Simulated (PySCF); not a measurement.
**Peak assignment**

Atoms are numbered as in `[CH:1]#[C:2][SiH2:3][O:4][C:5](=[CH2:6])[CH:7]([F:8])[F:9]`. Hydrogens are named by the atom that carries them. Ha(C6) is cis to O4; Hb(C6) is trans to O4.

Computed data (PySCF): σ from GIAO-PBE0/pcSseg-1, GFN2-xTB structure. One conformer, equivalent nuclei averaged, in vacuum, no relativistic terms.

References, each an isolated molecule treated in the same way: ¹³C (σ = 186.93 ppm) and ¹H (σ = 31.72 ppm) vs TMS.

Q: Assign these signals to the numbered atoms. ¹³C{¹H} NMR (computed): δ 158.5 (C), 116.1 (CH), 105.2 (CH), 101.8 (CH2), 89.3 (C).

A: 
| δ (ppm) | atoms | environment | reason |
| --- | --- | --- | --- |
| 158.5 | C5 | alkene carbon bearing oxygen | an sp2 carbon further deshielded by the attached heteroatom |
| 116.1 | C7 | allylic sp3 CH bonded to 2 F | 2 electronegative neighbours deshield it |
| 105.2 | C1 | terminal alkyne carbon | – |
| 101.8 | C6 | β carbon of an enol-ether or enamine type C=C | the O or N lone pair pushes π density onto this β carbon and shields it |
| 89.3 | C2 | alkyne carbon | sp carbons lie upfield of alkene carbons because the cylindrical π system leaves one tensor component strongly shielded |

Q: Assign these signals to the numbered atoms. ¹H NMR (500 MHz, computed): δ 7.07 (m, 1H), 5.33 (m, 1H), 5.12 (d, 2H), 5.10 (m, 1H), 2.15 (t, 1H).

A: 
| δ (ppm) | atoms | environment | reason |
| --- | --- | --- | --- |
| 7.07 | H(C7) | hydrogen on an allylic sp3 CH bonded to 2 F | its carbon carries F, which withdraws density |
| 5.33 | Hb(C6) | hydrogen on a β carbon of an enol-ether or enamine type C=C | olefinic region |
| 5.12 | H(Si3) | hydrogen on a silicon bonded to C, O | – |
| 5.10 | Ha(C6) | hydrogen on a β carbon of an enol-ether or enamine type C=C | attached to an sp2 carbon and in the plane of the double bond |
| 2.15 | H(C1) | hydrogen on a terminal alkyne carbon | it lies on the axis of the triple bond, in its shielding cone |

H(Si3) and Ha(C6) lie closer than the usual error of such a calculation, so a measured spectrum could show them in the other order.

Splittings by ¹⁹F in the carbon and heteronuclear signals aren't shown, as no couplings were computed. Shifts are as computed. Against solution values, carbons near 30 ppm lie about +3 ppm off and those near 130 ppm about +5 ppm. Of 1211 compounds with measured shifts, 218 miss one by over three times the rms of a fit or turn the order of signals round; such compounds aren't used in these exercises. Multiplicities follow the n + 1 count of equivalent neighbours, as no J values were calculated; m marks all less simple cases, F and P coupling included.
